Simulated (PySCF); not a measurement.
CH4BrGaO, SMILES [Br][Ga]([CH3])[OH].

The structure is a stationary point at B3LYP-D3(BJ)/def2-SVP. The structure was generated by enumeration; whether it is a known compound was not checked. One conformer was computed; it need not be the lowest.

Two levels are set side by side: TDDFT-PBE/def2-SVPD (PySCF) and TDDFT-CAM-B3LYP/def2-SVPD (PySCF). Vertical, same geometry. The lowest singlet is HOMO→LUMO 95 % with PBE and HOMO→LUMO 85 % with the other functional; states are paired by order. Differences are taken from unrounded values.

```
quantity                               TDDFT-CAM-B3LYP  TDDFT-PBE  TDDFT-PBE minus TDDFT-CAM-B3LYP
-------------------------------------  ---------------  ---------  -------------------------------
lowest singlet excitation (eV)                    6.27       5.40                            -0.87
lowest triplet excitation (TDA) (eV)              5.83       5.07                            -0.75
first bright state (f over 0.05) (eV)             6.27       6.50                             0.23
its oscillator strength                           0.07       0.10                             0.03
```

A lower first singlet is the usual sign of a functional without exact exchange. Differences between two approximate levels are no errors against the true value.

Rough cost on one machine, each run with all the roots and properties that it gave: TDDFT-CAM-B3LYP against TDDFT-PBE about 8 times.
